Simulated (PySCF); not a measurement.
CH6ClFSi2, SMILES F[SiH2]C[SiH2]Cl.

Geometry: PBE0-D3(BJ)/def2-SVP. The structure was generated by enumeration, and PubChem lists no compound with its InChIKey, so it may never have been made. The values are those of a single conformer.

Two levels are set side by side: TDA-PBE/def2-SVPD (PySCF) and TDA-CAM-B3LYP/def2-SVPD (PySCF). Vertical, same geometry. The lowest singlet is HOMO→LUMO 99 % with PBE and HOMO→LUMO 78 % with the other functional; states are paired by order. Differences are taken from unrounded values.

```csv
quantity,TDA-CAM-B3LYP,TDA-PBE,TDA-PBE minus TDA-CAM-B3LYP
lowest singlet excitation (eV),7.59,6.61,-0.98
lowest triplet excitation (TDA) (eV),7.18,6.36,-0.82
```

A lower first singlet is the usual sign of a functional without exact exchange. Differences between two approximate levels are no errors against the true value.

Rough cost on one machine, each run with all the roots and properties that it gave: TDA-CAM-B3LYP against TDA-PBE about 5 times.
